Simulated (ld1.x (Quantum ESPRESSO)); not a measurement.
## Reading a pseudo-wave (silicon)

Columns: radius, all-electron u(r) and pseudo u(r) of the 2p shell (level -97.73 eV) of silicon in the configuration [He] 2s2 2p6 3s2 3p1.75; LDA (PZ), scalar-relativistic, TM scheme, ld1.x (Quantum ESPRESSO) 7.5.

| r (bohr) | all-electron | pseudo |
| --- | --- | --- |
| 0.045 | 0.1297 | 0.0461 |
| 0.090 | 0.3855 | 0.1779 |
| 0.135 | 0.6538 | 0.3771 |
| 0.180 | 0.8860 | 0.6160 |
| 0.225 | 1.0655 | 0.8619 |
| 0.270 | 1.1907 | 1.0835 |
| 0.315 | 1.2671 | 1.2559 |
| 0.360 | 1.3027 | 1.3656 |
| 0.405 | 1.3059 | 1.4111 |
| 0.450 | 1.2842 | 1.4011 |
| 0.495 | 1.2444 | 1.3500 |
| 0.540 | 1.1918 | 1.2737 |
| 0.585 | 1.1306 | 1.1860 |
| 0.630 | 1.0644 | 1.0966 |
| 0.675 | 0.9955 | 1.0113 |
| 0.720 | 0.9261 | 0.9321 |
| 0.765 | 0.8575 | 0.8591 |
| 0.810 | 0.7909 | 0.7911 |
| 0.855 | 0.7269 | 0.7269 |
| 0.900 | 0.6661 | 0.6661 |
| 0.945 | 0.6088 | 0.6088 |
| 0.990 | 0.5551 | 0.5551 |
| 1.035 | 0.5051 | 0.5051 |
| 1.080 | 0.4588 | 0.4588 |
| 1.125 | 0.4161 | 0.4161 |
| 1.170 | 0.3768 | 0.3768 |

(1) How many radial nodes do the two functions have?

(2) At about which radius was the pseudo-wave matched?

(3) Is the pseudo-wave norm-conserving?

Results:

(1) The all-electron 2p function has n − l − 1 = 0; the pseudo-wave has 0.

(2) 0.90 bohr. The columns agree to 0.0005 from 0.81 bohr on; several derivatives are matched, so the curves merge somewhat inside the radius.

(3) Yes: the TM scheme keeps the norm inside the radius equal to the all-electron one, which fixes the energy derivative of the logarithmic derivative at the level.
